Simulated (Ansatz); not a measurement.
A nudged elastic band was laid between two geometries of AlCl2H3S (7 atoms, charge 0, multiplicity 1).

These are results of RKS PBE0/6-31G* (Ansatz 0.2.0), not measurements.

```
movable images  : 5
climbing image  : yes
spring          : 5.0 eV/Å²
optimiser       : quadratic models (default)
start path      : through a guess of the saddle point
force threshold : 0.03 eV/Å
iteration limit : 60
end points      : relaxed
```

First end point:

```xyz
7
Properties=species:S:1:pos:R:3
Al 0.042 0.031 0.017
H -0.101 0.655 1.462
Cl 1.854 0.323 -1.036
Cl -1.712 -0.176 -1.170
S 0.284 -2.427 0.662
H -1.003 -2.775 0.472
H 0.137 -2.273 1.992
```

Last end point:

```xyz
7
Properties=species:S:1:pos:R:3
Al 0.109 -0.837 -0.507
H -0.034 0.347 2.185
Cl 1.828 0.308 -0.797
Cl -1.777 0.010 -0.823
S 0.317 -2.937 -0.008
H -1.014 -3.160 0.001
H 0.070 -0.373 2.349
```

Q: What changes between the two ends?

A: Bonds broken: Al1–H2, S5–H7. Bonds formed: H2–H7. AlCl2H3S becomes AlCl2HS + H2.

Q: Give the energies along the band, and the barrier.

A: The forces met the threshold. The highest image is number 3 of 0 to 6, 18.7 kcal/mol above the first end and 25.4 kcal/mol above the last; the last end lies 6.8 kcal/mol below the first. A vibrational analysis at the climbing image gives one clearly imaginary mode, 1129i cm⁻¹: a first-order saddle point. The orbitals stay closed-shell, which can raise the energy where a bond breaks towards radicals; this wasn't checked here.

```json
{"image": "0", "path coordinate (Å)": "0.00", "energy (kcal/mol)": "0.0", "Al1–H2 (Å)": "1.58", "S5–H7 (Å)": "1.35", "H2–H7 (Å)": "2.99"}
{"image": "1", "path coordinate (Å)": "0.51", "energy (kcal/mol)": "1.8", "Al1–H2 (Å)": "1.58", "S5–H7 (Å)": "1.35", "H2–H7 (Å)": "2.37"}
{"image": "2", "path coordinate (Å)": "1.02", "energy (kcal/mol)": "8.7", "Al1–H2 (Å)": "1.60", "S5–H7 (Å)": "1.37", "H2–H7 (Å)": "1.76"}
{"image": "3", "path coordinate (Å)": "1.54", "energy (kcal/mol)": "18.7", "Al1–H2 (Å)": "1.70", "S5–H7 (Å)": "1.62", "H2–H7 (Å)": "1.14"}
{"image": "4", "path coordinate (Å)": "2.21", "energy (kcal/mol)": "-0.7", "Al1–H2 (Å)": "2.07", "S5–H7 (Å)": "2.34", "H2–H7 (Å)": "0.77"}
{"image": "5", "path coordinate (Å)": "2.88", "energy (kcal/mol)": "-6.2", "Al1–H2 (Å)": "2.47", "S5–H7 (Å)": "2.95", "H2–H7 (Å)": "0.75"}
{"image": "6", "path coordinate (Å)": "3.54", "energy (kcal/mol)": "-6.8", "Al1–H2 (Å)": "2.94", "S5–H7 (Å)": "3.49", "H2–H7 (Å)": "0.75"}
```

Q: What is the geometry of the highest image?

A: 
```xyz
7
Properties=species:S:1:pos:R:3
Al 0.064 -0.338 -0.097
H -0.070 -0.101 1.585
Cl 1.873 0.435 -0.807
Cl -1.781 -0.020 -1.041
S 0.320 -2.564 0.626
H -1.003 -2.823 0.605
H 0.095 -1.232 1.529
```

Q: What are the harmonic wavenumbers there?

A: 1129i, 100, 131, 205, 293, 396, 483, 565, 624, 661, 1010, 1280, 1423, 1732, 2724 cm⁻¹.

Run time: 3.9 min on 1 thread of Arm Neoverse V1, with other jobs on the host, peak memory 0.18 GiB.
